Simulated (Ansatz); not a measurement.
`C[SiH2]O[SiH2]O` and `C[SiH2]OB[SiH3]` differ in one atom or group.

Ansatz, PBE0-D4/def2-TZVP geometries, multiplicity 1. Each molecule was computed in one conformer, which needn't be the lowest.

```csv
property,`C[SiH2]O[SiH2]O`
HOMO–LUMO gap (PBE/def2-TZVPP) / eV,6.64
HOMO energy (PBE0/def2-TZVPP) / eV,-8.46
LUMO energy (PBE0/def2-TZVPP) / eV,0.45
HOMO–LUMO gap (ωB97M-V/def2-TZVPP) / eV,12.71
LUMO energy (PBE/def2-TZVPP) / eV,-0.42
HOMO–LUMO gap (B3LYP/def2-TZVPP) / eV,8.40
```

Problem. What does the change do to each property? (Estimate.)

Solution. The calculation gave: 
```tsv
property	`C[SiH2]OB[SiH3]`	shift
HOMO–LUMO gap (PBE/def2-TZVPP) / eV	4.10	-2.54
HOMO energy (PBE0/def2-TZVPP) / eV	-7.49	0.97
LUMO energy (PBE0/def2-TZVPP) / eV	-1.17	-1.62
HOMO–LUMO gap (ωB97M-V/def2-TZVPP) / eV	10.45	-2.26
LUMO energy (PBE/def2-TZVPP) / eV	-2.13	-1.71
HOMO–LUMO gap (B3LYP/def2-TZVPP) / eV	5.94	-2.46
```

With PBE0 the HOMO rises by 0.97 eV and the LUMO falls by 1.62 eV, so the gap narrows by about 2.59 eV. PBE moves the HOMO by 0.83 eV and ωB97M-V by 1.05 eV.

Positive LUMOs are unbound, so they and the gaps depend on the basis.

B3LYP here is the variant with VWN-RPA as its local correlation; programs differ in this.
